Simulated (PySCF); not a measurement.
Relaxed structures of AlH2IO, singlet (PBE0-D4/def2-TZVP; forces vanish, vibrations not checked; lower isomers may exist, and structures with a doubtful reference or unclear bonds are left out; Å). Program: PySCF 2.14 with density fitting (its default auxiliary sets; JK sets also for MP2 and CCSD(T)). Basis: def2-TZVPP. Cores are frozen in the correlated methods. Filled d shells of the heavier atoms are correlated. Core potentials replace the inner electrons of the atoms past krypton. The def2 sets are not built for correlating such inner shells, so the correlated values are less sure here.

Task: Rank them by CCSD(T) energy, lowest first, and give each one's height above the lowest. Links in brackets join atoms within 1.22 times the sum of their covalent radii (1.1 for two metals). (Judge from chemistry; the value comes from the calculation.)
A.
AlH₂IO ([O][AlH][IH])
```
5
angstrom
O -0.9831 -0.3420 -0.4782
Al 0.0705 0.5511 0.3487
I 1.5591 -1.6992 -0.2742
H 3.1244 -1.9485 0.1503
H 0.7633 1.6922 1.1751
```
B.
AlH₂IO ([OH][AlH][I])
```
5
angstrom
O -1.3284 0.0047 -0.2209
Al 0.2623 0.3671 0.2021
I 2.0158 -1.3537 -0.0816
H -1.6055 -0.8406 -0.5717
H 0.5946 1.7897 0.7665
```
C.
AlH₂IO ([OH][I]1[H][Al]1)
```
5
angstrom
O -1.9680 0.3886 -0.2046
Al 1.9922 -1.1257 -0.0006
I 0.0083 0.6570 0.2385
H -2.0725 -0.5091 -0.5380
H 1.9773 0.5996 0.5725
```

Result: The calculation gives: B (0.000 eV), A (3.693 eV), C (5.069 eV). Heights count from the lowest.

T1 diagnostic: at most 0.019.

For scale, one of the runs: CCSD(T)/def2-TZVPP, 151 basis functions, launched by `OMP_NUM_THREADS=2 python run.py`. Time: 3 min of wall clock on 2 CPU threads of a Oxide Virtual Turin-like; the host was shared. Peak host memory: 1.3 GiB.
